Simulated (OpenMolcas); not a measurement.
Computed levels of 5d² in ions with 70 electrons, in cm-1 above ³F₂.

* Program: OpenMolcas
* Method: XMS-CASPT2, IPEA 0.25 Eh, imaginary shift 0.1 Eh
* Basis: ANO-RCC-VTZP
* Scalar Hamiltonian: DKH2, point nucleus
* Spin-orbit coupling: state interaction with AMFI integrals over the reference wave functions, term energies averaged over their components

Active space for each ion: 2 electrons in 10 orbitals (5d 6d); closed shells correlated by CASPT2: 5s 5p.

| Level | W4+ | Os6+ | Ir7+ |
| --- | --- | --- | --- |
| ³F₃ | 6480 | 10620 | 13080 |
| ³F₄ | 11910 | 18560 | 22340 |
| ³P₀ | 13570 | 16570 | 18080 |
| ³P₁ | 17130 | 22990 | 26240 |
| ¹G₄ | 23360 | 32140 | 37500 |
| ³P₂ | 23410 | 34020 | 40090 |
| ¹S₀ | 44870 | 59050 | 66890 |

Estimate ³F₄, ³P₀, ³P₁ for Re5+ from its neighbours W4+ and Os6+.

³F₄ is fine structure, which grows about as the fourth power of a screened charge, so the fourth roots are averaged: ((11910^0.25 + 18560^0.25) / 2)^4 = 14959. The calculation gives 14960, so the estimate is off by 0 %.
³P₀ is another term, which grows about linearly with the charge: (13570 + 16570) / 2 = 15070. The calculation gives 15130, so the estimate is off by -0.4 %.
³P₁ is another term, which grows about linearly with the charge: (17130 + 22990) / 2 = 20060. The calculation gives 19910, so the estimate is off by +0.8 %.

Mixed levels, with the weight of the term that names them: W4+ ³P₂ (67 %), Re5+ ³P₂ (62 %), Os6+ ³P₂ (59 %), Ir7+ ³P₂ (56 %).

Term energies are means over components that CASPT2 splits; among the terms shown or strongly mixed into the levels shown the widest spread is 560 cm-1 (5d² ³F, Re5+). Active for correlation alone: 6d; no level in the range computed is led by a configuration that fills it, so any true level of that kind is missing. Levels of configurations outside the active space are missing.
